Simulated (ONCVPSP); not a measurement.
**Varying the ONCV potential for Tm (Z = 69)**

Base potential:

```json
{
 "Element": "Tm",
 "Generator": "ONCVPSP 4.0.1",
 "Type": "optimised norm-conserving Vanderbilt (ONCV)",
 "Functional": "PBE",
 "Relativity": "non-relativistic",
 "Frozen core": "[Kr] 4d10",
 "Valence charge": "23",
 "Reference configuration": "4f13 5s2 5p6 6s1 6p1",
 "Partial waves": "5s+6s: rc 1.85 bohr, ncon 4, nbas 9, qcut 5.8 1/bohr, 2 projectors; 5p+6p: rc 3.00 bohr, ncon 4, nbas 7, qcut 5.1 1/bohr, 2 projectors; d scattering state at 0.24 Ha: rc 2.65 bohr, ncon 4, nbas 7, qcut 3.7 1/bohr, 1 projector; 4f: rc 0.95 bohr, ncon 4, nbas 8, qcut 15.6 1/bohr, 2 projectors, debl 1.5 Ha",
 "Local potential": "polynomial inside 0.70 bohr (lpopt 5, dvloc0 -1 Ha)",
 "Core correction": "Teter function, fcfact 2.5, rcfact 1.3"
}
```

In the d channel the program set the typed energies aside and used -0.090 Ha.

Cutoffs, loose and tight: the cutoffs (Ha) at which the residual kinetic energy of the hardest occupied pseudo-wave falls to 1 and 0.1 mHa per electron. They do not see the model core or the augmentation charge, which bear on the density cutoff. Test errors are all-electron minus pseudo excitation energies from the reference, over the configurations 4f13 5s2 5p6 6s2 6p0; 4f13 5s2 5p6 6s1 6p0; 4f13 5s2 5p6 6s0 6p0; 4f13 5s2 5p5 6s2 6p0. A dash means not determined; rows that change the core or the reference have their own tests.

A true bound ghost makes a file unfit for plane-wave use even where its test errors are small: the radial tests pick states by their node count and pass the ghost by.

```tsv
change	outcome	cutoff, loose	cutoff, tight	bound ghosts	GHOST(+) flags above zero	largest test error (meV)
base	generated, projector energies reset by the program	124 Ha	294 Ha	s, p	none	tests left out (the all-electron energies of this program are off by 10 to 40 meV for near-neutral 4f atoms)
all radii but the core radius scaled by about 0.90 (s 1.66, p 2.70, d 2.38, f 0.86 bohr); local potential polynomial inside 0.64 bohr (lpopt 5, dvloc0 -1 Ha)	generated, projector energies reset by the program	326 Ha	391 Ha	s, p, d	s	tests left out (the all-electron energies of this program are off by 10 to 40 meV for near-neutral 4f atoms)
all radii but the core radius scaled by about 1.06 (s 1.96, p 3.16, d 2.80, f 1.00 bohr); local potential polynomial inside 0.74 bohr (lpopt 5, dvloc0 -1 Ha)	generated, projector energies reset by the program	115 Ha	197 Ha	s, p	s, d	tests left out (the all-electron energies of this program are off by 10 to 40 meV for near-neutral 4f atoms)
all radii but the core radius scaled by about 1.12 (s 2.06, p 3.36, d 2.96, f 1.06 bohr); local potential polynomial inside 0.78 bohr (lpopt 5, dvloc0 -1 Ha)	generated, projector energies reset by the program	109 Ha	119 Ha	s, p	d	tests left out (the all-electron energies of this program are off by 10 to 40 meV for near-neutral 4f atoms)
all radii but the core radius scaled by about 1.27 (s 2.34, p 3.80, d 3.36, f 1.20 bohr); local potential polynomial inside 0.88 bohr (lpopt 5, dvloc0 -1 Ha)	generated, projector energies reset by the program	99 Ha	108 Ha	s, p	d	tests left out (the all-electron energies of this program are off by 10 to 40 meV for near-neutral 4f atoms)
all radii but the core radius scaled by about 1.31 (s 2.42, p 3.92, d 3.46, f 1.24 bohr); local potential polynomial inside 0.92 bohr (lpopt 5, dvloc0 -1 Ha)	generated, projector energies reset by the program	96 Ha	106 Ha	s, p	none	tests left out (the all-electron energies of this program are off by 10 to 40 meV for near-neutral 4f atoms)
```

What comes out with this change to the base: all radii but the core radius scaled by about 1.20 (s 2.22, p 3.60, d 3.18, f 1.14 bohr); local potential polynomial inside 0.84 bohr (lpopt 5, dvloc0 -1 Ha)?

outcome: generated, projector energies reset by the program; cutoff, loose: 103 Ha; cutoff, tight: 112 Ha; bound ghosts: s, p; GHOST(+) flags above zero: d; largest test error (meV): tests left out (the all-electron energies of this program are off by 10 to 40 meV for near-neutral 4f atoms).

What comes out with this change to the base: all radii but the core radius scaled by about 0.86 (s 1.60, p 2.58, d 2.28, f 0.82 bohr); local potential polynomial inside 0.60 bohr (lpopt 5, dvloc0 -1 Ha)?

outcome: generated, projector energies reset by the program; cutoff, loose: 381 Ha; cutoff, tight: 497 Ha; bound ghosts: s, p, d; GHOST(+) flags above zero: s; largest test error (meV): tests left out (the all-electron energies of this program are off by 10 to 40 meV for near-neutral 4f atoms).

What comes out with this change to the base: all radii but the core radius scaled by about 0.77 (s 1.42, p 2.30, d 2.04, f 0.74 bohr); local potential polynomial inside 0.54 bohr (lpopt 5, dvloc0 -1 Ha)?

outcome: generated, projector energies reset by the program; cutoff, loose: 496 Ha; cutoff, tight: 660 Ha; bound ghosts: s, p, d; GHOST(+) flags above zero: s; largest test error (meV): tests left out (the all-electron energies of this program are off by 10 to 40 meV for near-neutral 4f atoms).

Reading the sweep of the scale of all radii but the core radius (base = 1) (base included, trends over the rows without a ghost): Bound ghosts are found at 0.77, 0.86, 0.9, 1, 1.06, 1.12, 1.2, 1.27, 1.31. Every judged row has one, so this setting neither creates nor removes them.
